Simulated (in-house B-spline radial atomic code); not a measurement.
Ionising Ir VI (Ir5+) with different functionals

Computed with an all-electron radial atomic-structure program (B-spline basis): four-component Dirac-Coulomb Hamiltonian, Fermi nucleus of rms radius 5.4032 fm, spin-restricted, spherical fractional occupations for the functionals, and exact exchange of hybrids averaged over the configuration. The ionisation energy is the difference of two self-consistent energies, [Xe] 4f14 5d4 → [Xe] 4f14 5d3, without Breit or QED terms; ε is the level of the shell that loses the electron (mean over j). The electron is taken from both j subshells in proportion to 2j + 1, so the result is a j average, not the step between ground levels.

```json
{"method": "BHandHLYP", "rung": "global hybrid", "ΔSCF (eV)": "72.38", "-ε(5d) (eV)": "68.92"}
{"method": "B3LYP", "rung": "global hybrid", "ΔSCF (eV)": "?", "-ε(5d) (eV)": "?"}
{"method": "B97-1", "rung": "global hybrid", "ΔSCF (eV)": "?", "-ε(5d) (eV)": "?"}
{"method": "HSE06", "rung": "range-separated hybrid", "ΔSCF (eV)": "72.44", "-ε(5d) (eV)": "66.52"}
```

(1) What does B3LYP give?

(2) What does B97-1 give?

(3) Among the functionals, which spreads more, the ΔSCF values or the orbital energies?

(4) How do they compare with the NIST value?

## Answers

(1) ΔSCF 72.56 eV, and -ε(5d) = 66.62 eV.

(2) ΔSCF 72.44 eV, and -ε(5d) = 66.60 eV.

(3) The orbital energies: ΔSCF values span about 0.18 eV and the orbital energies 2.41 eV; here energy differences depend much less on the functional than eigenvalues do.

(4) NIST lists 72 eV ± 2 (tabulated theory, ground level to ground level). Errors run from +0.38 to +0.56 eV; all lie within about twice that uncertainty, so the table can't rank the methods.
